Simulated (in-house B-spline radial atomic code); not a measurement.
Values are calculated unless marked as measured or tabulated.
Weak and strong correlation along the adiabatic connection

Two-electron singlets in several external potentials (atomic units), by full CI in B-splines with partial waves to l = 8 (correlation energies up to 0.6 % small). The repulsion is scaled by λ at fixed density; W(λ) is the mean repulsion less the Hartree energy, W(0) = E_x, and the area under W from 0 to 1 is E_xc.

One system gave this curve:

| λ | W (hartree) |
| --- | --- |
| 0 | -0.35107 |
| 0.02 | -0.35292 |
| 0.05 | -0.35562 |
| 0.12 | -0.36151 |
| 0.25 | -0.37121 |
| 0.4 | -0.38072 |
| 0.6 | -0.39126 |
| 0.8 | -0.39992 |
| 1 | -0.40716 |
| 1.4 | -0.41855 |
| 2 | -0.43064 |
| 3 | -0.44354 |
| 4.5 | -0.45497 |
| 7 | -0.46552 |
| 10 | -0.47269 |

Question: Which system is it?
A. −Z exp(−kr)/r, Z = 1.75, k = 0.239
B. −Z/r, Z = 8
C. ω²r²/2 − Z/r, ω = 0.104, Z = 0.7
D. −Z exp(−kr)/r, Z = 3.28, k = 0.886

Answer: C. The exchange energy sets the size: ω²r²/2 − Z/r, ω = 0.104, Z = 0.7: E_x = -0.351, E_c = -0.0329; −Z/r, Z = 8: E_x = -4.78, E_c = -0.0452; −Z exp(−kr)/r, Z = 3.28, k = 0.886: E_x = -1.69, E_c = -0.0444; −Z exp(−kr)/r, Z = 1.75, k = 0.239: E_x = -0.84, E_c = -0.0419 hartree.
